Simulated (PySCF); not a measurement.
## Sb₂: frontier orbitals

PBE0 at R = 2.504 Å; Sb cc-pVDZ-PP with ECP28; scalar-relativistic core potentials (PySCF 2.14). State: ¹Σg⁺ (singlet), closed shell. Only the outer orbitals are listed.

```json
{"orbital": "σg", "occ.": "2", "ε (eV)": "-16.26", "main shells (%)": "92 s"}
{"orbital": "σu", "occ.": "2", "ε (eV)": "-12.52", "main shells (%)": "91 s, 8 p"}
{"orbital": "σg", "occ.": "2", "ε (eV)": "-7.05", "main shells (%)": "91 p, 8 s"}
{"orbital": "πu", "occ.": "2", "ε (eV)": "-6.50", "main shells (%)": "98 p"}
{"orbital": "πu", "occ.": "2", "ε (eV)": "-6.50", "main shells (%)": "98 p"}
{"orbital": "πg", "occ.": "0", "ε (eV)": "-2.82", "main shells (%)": "99 p"}
{"orbital": "πg", "occ.": "0", "ε (eV)": "-2.82", "main shells (%)": "99 p"}
{"orbital": "σu", "occ.": "0", "ε (eV)": "0.39", "main shells (%)": "99 p"}
```

Problem. Which are the highest filled and the lowest empty level, where do they sit, and how wide is the gap?

Solution. Highest filled πu at -6.50 eV (in %: 98 p); lowest empty πg at -2.82 eV (in %: 99 p); the gap at PBE0 is 3.68 eV.

```json
{"bond order (Mayer)": "2.97", "⟨S²⟩": "0.000", "polarisability along the bond": "129.0 bohr³", "polarisability across the bond": "41.3 bohr³"}
```

Closed-shell solutions of metal pairs were not tested for spin polarisation, which can lower them a little. Spin–orbit coupling is left out.
